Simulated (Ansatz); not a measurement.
Reaction (atomization): `N[Si@@H]1N[C@@]1(O)F` → C• + F• + 5 H• + 2 N• + O• + Si•

Computed with Ansatz on PBE0-D4/def2-TZVP structures; ΔE is electronic, products minus reactants. CBS: MP2 limit from def2 TZ/QZ plus the TZ coupled-cluster correction, frozen cores. This one scheme is used for every species, atoms too. DFT in def2-TZVPP. No spin–orbit coupling; open shells (•) take unrestricted orbitals. Spin–orbit coupling would lower the free atoms: a little for C, F, O, Si. Each species was taken in one conformer, which may not be the lowest.

What is ΔE at CCSD(T)/CBS? (Estimate.)

Computed: +4036.8 kJ/mol.

What do these levels give: r2SCAN-D4, ωB97X-V, B2PLYP, PBE, HF/def2-TZVPP, CCSD/def2-TZVPP, HF/def2-QZVPP, MP2/def2-QZVPP, SCS-MP2/def2-QZVPP, HF/CBS(def2), MP2/CBS(def2), CCSD/CBS(def2)? (Estimate.)

The calculation gave: r2SCAN-D4 4036.7, ωB97X-V 4068.1, B2PLYP 3986.9, PBE 4156.7, HF/def2-TZVPP 2606.1, CCSD/def2-TZVPP 3802.6, HF/def2-QZVPP 2617.1, MP2/def2-QZVPP 4090.7, SCS-MP2/def2-QZVPP 4072.1, HF/CBS(def2) 2618.7, MP2/CBS(def2) 4151.1, CCSD/CBS(def2) 3953.4 kJ/mol.

Largest T1 diagnostic among the species: 0.012.

In def2-TZVPP, CCSD(T) changes the Hartree–Fock value by +1279.9 kJ/mol (the triples alone add +83.4 kJ/mol) and MP2 by +1394.2 kJ/mol; breaking electron pairs costs correlation energy, which Hartree–Fock lacks. From PBE to PBE0 (25 % exact exchange), in def2-TZVPP and without D4, ΔE moves by −133.0 kJ/mol: exact exchange takes away binding that semilocal exchange gives to molecules. The D4 term adds +36.4 kJ/mol with B3LYP and +19.0 kJ/mol with PBE0; it sums over pairs of atoms, weighted by their polarisabilities, and B3LYP, whose exchange is more repulsive, gets the larger term.

B3LYP here is the variant with VWN-RPA as its local correlation; programs differ in this.

For atomizations the MP2-based limit and the directly extrapolated one differ by several kJ/mol either way, and by 10 to 25 for some Ge, Se and Sn compounds, so smaller differences from it don't rank the levels.
